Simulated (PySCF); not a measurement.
Zn(Me)(OMe) (C₂H₆OZn), SMILES [CH3][Zn][O]C.

The structure is a stationary point at B3LYP-D3(BJ)/def2-SVP. The structure was generated by enumeration; whether it is a known compound was not checked. Other conformers were not sampled.

Level of theory: PySCF with B3LYP-D3(BJ)/def2-SVP.

Frequencies are harmonic and unscaled.

A small imaginary wavenumber (i) marks a very flat motion, where grid noise or a shallow saddle decides the sign.

Computed normal modes with their intensities:
```
mode  ν (cm⁻¹)  IR (km/mol)  moving atoms (share of kinetic energy)
----  --------  -----------  --------------------------------------
1          19i          1.0                                  H 86 %
2           82          0.0                          H 78 %, C 14 %
3           93          1.4                 C 49 %, H 28 %, Zn 21 %
4          140         14.4         O 34 %, Zn 29 %, H 22 %, C 15 %
5          213         11.2         O 38 %, C 24 %, Zn 19 %, H 18 %
6          504          5.3                  C 53 %, O 32 %, H 15 %
7          635         53.1         Zn 36 %, C 30 %, O 24 %, H 11 %
8          707         39.2                          H 81 %, C 17 %
9          708         39.8                          H 81 %, C 17 %
10        1158        220.7                  O 40 %, C 37 %, H 23 %
11        1169          0.4                          H 77 %, C 19 %
12        1199         45.9                  H 66 %, C 22 %, O 12 %
13        1208         37.0                   H 70 %, C 21 %, O 8 %
14        1434          1.3                                  H 95 %
15        1435          1.1                                  H 95 %
16        1474          1.4                                  H 96 %
17        1474          0.4                                  H 96 %
18        1485         59.7                          H 87 %, C 12 %
19        2920        160.2                                  H 97 %
20        2962        105.9                          H 90 %, C 10 %
21        3012         82.8                           H 91 %, C 9 %
22        3034         10.3                                  H 97 %
23        3130          6.7                           H 91 %, C 9 %
24        3131          6.7                           H 91 %, C 9 %
```
